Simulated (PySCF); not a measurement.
## Working out the ionisation energy of Ga

Ga [Ar] 3d10 4s2 4p1 (2P) → Ga⁺ [Ar] 3d10 4s2 (1S). Computed with PySCF 2.14 in dyall-av2z, with the non-relativistic Hamiltonian (point nucleus). Frozen: [Ar] 3d10; the 34 highest virtual orbitals dropped. Energies in hartree (1 hartree = 27.21139 eV):

```json
{"part": "UHF", "Ga (lower)": "-1923.240493", "Ga⁺ (upper)": "-1923.036296"}
{"part": "MP2 opposite-spin", "Ga (lower)": "-0.028593", "Ga⁺ (upper)": "-0.025218"}
{"part": "MP2 same-spin", "Ga (lower)": "-0.002297", "Ga⁺ (upper)": "0.000000"}
```

Task: What does Hartree-Fock give?

Result: (-1923.036296) − (-1923.240493) = 0.204197 hartree = 5.556 eV.

Task: What do MP2 and SCS-MP2 (6/5 opposite-spin, 1/3 same-spin) give?

Result: The opposite-spin parts differ by 0.092 eV and the same-spin parts by 0.063 eV. MP2: 5.556 + (0.092) + (0.063) = 5.711 eV. SCS-MP2: 5.556 + 1.2 × (0.092) + (0.063)/3 = 5.687 eV.

Measured between the centres of the two terms (NIST): 5.931 eV, so MP2 (valence) is off by -0.220 eV.

The calculation is non-relativistic.

A double-zeta basis recovers only part of the correlation energy.

What remains against the reference includes basis incompleteness, the frozen core and correlation beyond second order.
